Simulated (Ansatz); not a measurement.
BrClF$_{2}$Ge (`[F][Ge]([F])([Cl])[Br]`). Charge 0, multiplicity 1. Correlated methods include outer-core shells of Br, Ge, which these sets cover unevenly. Scalar relativity is left out up to krypton.

Cartesian coordinates in Å:
```
F 1.299 0.884 0.760
Ge 0.001 0.025 0.061
F -1.374 0.422 0.991
Cl 0.373 -2.034 0.250
Br -0.299 0.703 -2.062
```

Q: Give the diagnostics of a CCSD(T)/def2-TZVPP run (frozen core, Ansatz 0.2.0). (Estimate.)

A: Ansatz gave: T1 = 0.0104, largest single amplitude 0.027, largest double 0.029, (T) share of the correlation energy 3.4 %, 9 CCSD cycles. The RHF solution is stable towards an unrestricted one. T1 lies under the customary mark of 0.02 for closed shells.
